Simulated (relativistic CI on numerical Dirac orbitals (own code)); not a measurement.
# Tl60+: q coefficients and field-shift factors

Computed by Dirac-Coulomb-Breit CI, KLI orbitals optimised for each configuration, derivatives by finite differences, unscaled Slater integrals, QED left out (own radial code, finite nucleus).

CI space (outside the closed core [Ne]): 3s2 3p6 3d3, 3s2 3p5 3d4, 3s 3p6 3d4, 3p6 3d5, 3s2 3p6 3d2 4s, 3s2 3p6 3d2 4p, 3s2 3p6 3d2 4d, 3s2 3p5 3d3 4s. Levels of other configurations are missing.

With x = (α/α₀)² − 1 an excitation energy changes as ω = ω₀ + qx; K = 2q/ω₀ is the relative enhancement. Terms are leading LS components, so labels can repeat. The field-shift factor is F = δν/δ⟨r²⟩ for the transition from the lowest level.

Lowest level 3s2 3p6 3d3 4F_3/2.

```tsv
Level	ω₀ (cm⁻¹)	q (cm⁻¹)	K	F (GHz/fm²)
3s2 3p6 3d3 4F_5/2	830904	931500	2.24	33.7
3s2 3p6 3d3 4P_3/2	888624	927400	2.09	33.5
3s2 3p6 3d3 2H_9/2	917808	911300	1.99	34.5
3s2 3p6 3d3 2G_7/2	924265	927400	2.01	34.1
3s2 3p6 3d3 4P_1/2	939637	927400	1.97	33
3s2 3p6 3d3 2D_5/2	1165420	955200	1.64	35.3
3s2 3p6 3d3 4F_7/2	1741112	1.855e+06	2.13	67.7
3s2 3p6 3d3 4F_9/2	1783937	1.854e+06	2.08	68.4
3s2 3p6 3d3 4P_3/2	1837749	1.867e+06	2.03	66.9
3s2 3p6 3d3 2P_1/2	1865520	1.866e+06	2	67.2
3s2 3p6 3d3 2H_11/2	1868357	1.842e+06	1.97	69.4
3s2 3p6 3d3 4P_5/2	1873858	1.852e+06	1.98	65.6
3s2 3p6 3d3 2F_7/2	1960286	1.85e+06	1.89	67.5
3s2 3p6 3d3 2F_5/2	1963468	1.875e+06	1.91	67.1
3s2 3p6 3d3 2D_3/2	2162170	1.886e+06	1.74	69.9
3s2 3p5 3d4 4P°_3/2	2621697	203600	0.155	41.7
3s2 3p6 3d3 2G_9/2	2697555	2.789e+06	2.07	102
3s2 3p6 3d3 2P_3/2	2831227	2.794e+06	1.97	101
3s2 3p6 3d3 2D_5/2	2927280	2.791e+06	1.91	102
3s2 3p5 3d4 4D°_5/2	3392713	1.134e+06	0.668	75
3s2 3p5 3d4 4P°_1/2	3465896	1.134e+06	0.654	72.6
3s2 3p5 3d4 2D°_3/2	3477551	1.122e+06	0.645	75
3s2 3p5 3d4 4F°_9/2	3489729	1.117e+06	0.64	75.9
```

At this charge energies of transitions that change n are usually good to better than 1 %, and those within a shell (Δn = 0) to a few per cent.
